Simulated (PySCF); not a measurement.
Magnetic susceptibility: `C/C=C/[C@H](C)[AsH2]`, C$_{5}$H$_{11}$As

Cartesian coordinates in Å; atom numbers follow the order of the lines, from 1:
```xyz
17

C     2.7395   -0.0002    0.0163
C     1.3546   -0.3171    0.4751
C     0.2508    0.0224   -0.1738
C    -1.1322   -0.2742    0.2805
C    -1.9864   -0.8583   -0.8422
As   -2.0223    1.3973    0.9700
H     3.2912   -0.9209   -0.1771
H     3.2791    0.5504    0.7870
H     2.7231    0.5954   -0.8936
H     1.2862   -0.8750    1.4018
H     0.3247    0.5718   -1.1065
H    -1.1015   -0.9801    1.1195
H    -3.0030   -1.0449   -0.4914
H    -1.5667   -1.7973   -1.2022
H    -2.0370   -0.1619   -1.6804
H    -1.6014    2.2350   -0.2059
H    -0.8057    1.8696    1.7131
```

Method used: PySCF, GIAO PBE0/pcSseg-1 magnetisability, rotational g tensor and spin-rotation constants, non-relativistic, gas phase. Geometry: GFN2-xTB.

The calculation is non-relativistic, which matters for the atoms heavier than Zn.

Question: What are the magnetisability and the molar susceptibility?

Answer: Isotropic -1377 × 10⁻³⁰ J/T², or -82.9 × 10⁻⁶ cm³/mol; principal values -1526, -1408, -1197 × 10⁻³⁰ J/T², anisotropy 288 × 10⁻³⁰ J/T² (root of half the summed squared differences of the principal values). The susceptibility is in cgs units.

Question: Split it along the inertial axes a, b, c into diamagnetic and paramagnetic parts about the centre of mass, with the quadrupole moment.

Answer: 
| axis | χ (10⁻⁶ cm³/mol) | diamagnetic (10⁻⁶ cm³/mol) | paramagnetic (10⁻⁶ cm³/mol) | summed x² of all electrons (Å²) | quadrupole Θ (D Å) |
| --- | --- | --- | --- | --- | --- |
| a | -86.5 | -454.3 | 367.8 | 260.9 | -2.54 |
| b | -90.1 | -1212.1 | 1121.9 | 82.3 | +0.07 |
| c | -72.2 | -1455.9 | 1383.7 | 24.8 | +2.47 |

Anisotropies 2χaa − χbb − χcc = -10.6 and 2χbb − χaa − χcc = -21.6 × 10⁻⁶ cm³/mol. Θ is traceless in Buckingham's convention.

Question: And the rotational g tensor?

Answer: 
```
axis  rotational constant (GHz)        g  nuclear part  electronic part
   a                     3.7576  -0.0069        0.6424          -0.6493
   b                     1.0659  -0.0009        0.5609          -0.5618
   c                     0.8796  -0.0087        0.5631          -0.5718
```
Asymmetric top; isotopes 75As, 12C, 1H; no vibrational averaging.
